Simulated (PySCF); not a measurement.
Harmonic spectrum computed at PBE0 in the def2-TZVP basis family (core potentials from Rb on, PySCF, no spin–orbit coupling):

```tsv
symmetry	ω (cm⁻¹)	IR (km/mol, summed over degenerate members)
e'	144	14.0
a2''	203	33.0
a1'	387	0.0
e'	626	346
```

Task: Which molecule gave it? In each, all ligands are bound to the one heavy central atom.
A. BCl₃ (singlet)
B. AlCl₃ (singlet)
C. PbCl₃ (doublet)
D. SiCl₃ (doublet)

Result: B. It has D3h symmetry with Al–Cl 2.070 Å (×3).
